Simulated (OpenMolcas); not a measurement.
Ti3+ (d1) on a cation site of an ionic host was computed by SS-CASPT2, IPEA 0.25 Eh, imaginary shift 0.1 Eh with the d shell active (OpenMolcas, ANO-RCC-VDZP on the metal). Its lowest spin-free states, and all those of the highest spin:

```tsv
2S+1	Degeneracy	E (cm-1)
2	3	0
2	2	21120
```

Q: Is the site octahedral, tetrahedral or cube-like, axial, or of lower symmetry?

A: The states with 2S+1 = 2 have orbital degeneracies 3, 2. Threefold states need a cubic site. For d1 at this spin an octahedron puts the threefold T2 below the twofold E and a tetrahedron or cube puts the twofold E below the threefold T2, so the site is octahedral. The first gap at this spin, 21100 cm-1, is |10Dq| in ligand-field theory. The run had Ti3+ with its 6 nearest oxide ions at 2.069 Å, on the Mg site of MgO (a = 4.2112 Å, distance in the model lattice 2.106 Å). The rest of the host is ab initio model potentials to 7.6 Å, with orthogonalisation functions on the cations behind the ligands, and point charges beyond; the distance is set by hand and nothing relaxes, and no local charge compensation is placed. Ligand basis ANO-RCC-VDZP.

Over all roots computed the reference weight is 0.72; a low but even weight reflects the number of correlated electrons. An orbital triplet at a regular site is open to Jahn-Teller coupling, which can distort the site and quench the lowest spin-orbit gaps and is left out. Ligand-to-metal charge-transfer states are missing. With one d shell and no ligand orbital active, 10Dq can be off by a tenth or more. No measured value stands beside these numbers; the geometry was set by hand and not optimised.
